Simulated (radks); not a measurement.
The numbers below are computed, except where a source is named.
Sm XXXV, configuration [Ar] 3d10. Code: a radial shooting solver on a logarithmic mesh with Libxc functionals. Model: Dirac Kohn-Sham, PBE, spin-unpolarised, spherical densities, finite nucleus; Fermi nuclear charge, rms radius 5.0819 fm.

Unscreened Slater integrals over Kohn-Sham orbitals (eV). Large and small components are both included. Empty in this configuration: 4s1/2.

| integral | value |
|---|---|
| F0(3d5/2,3d5/2) | 109.49 |
| F2(3d5/2,3d5/2) | 55.850 |
| F4(3d5/2,3d5/2) | 35.942 |
| F0(3d5/2,3d3/2) | 110.38 |
| F2(3d5/2,3d3/2) | 56.145 |
| G2(3d5/2,3d3/2) | 55.497 |
| G4(3d5/2,3d3/2) | 35.704 |
| F0(3d5/2,3p3/2) | 102.06 |
| F2(3d5/2,3p3/2) | 49.089 |
| G1(3d5/2,3p3/2) | 53.390 |
| G3(3d5/2,3p3/2) | 35.289 |
| F0(3d5/2,3p1/2) | 104.91 |
| G3(3d5/2,3p1/2) | 37.372 |
| F0(3d5/2,4s1/2) | 60.890 |
| G2(3d5/2,4s1/2) | 5.8132 |
| F0(3d3/2,3d3/2) | 111.30 |
| F2(3d3/2,3d3/2) | 56.476 |
| F0(3d3/2,3p3/2) | 102.76 |
| F2(3d3/2,3p3/2) | 49.013 |
| G1(3d3/2,3p3/2) | 52.788 |
| G3(3d3/2,3p3/2) | 34.891 |
| F0(3d3/2,3p1/2) | 105.67 |
| G1(3d3/2,3p1/2) | 57.336 |
| F0(3d3/2,4s1/2) | 61.070 |
| G2(3d3/2,4s1/2) | 5.7632 |
| F0(3p3/2,3p3/2) | 97.637 |
| F2(3p3/2,3p3/2) | 49.020 |
| F0(3p3/2,3p1/2) | 99.960 |
| G2(3p3/2,3p1/2) | 49.435 |
| F0(3p3/2,4s1/2) | 59.769 |
| G1(3p3/2,4s1/2) | 6.1028 |
| F0(3p1/2,3p1/2) | 102.53 |
| F0(3p1/2,4s1/2) | 60.332 |
| G1(3p1/2,4s1/2) | 6.1593 |
| F0(4s1/2,4s1/2) | 48.543 |
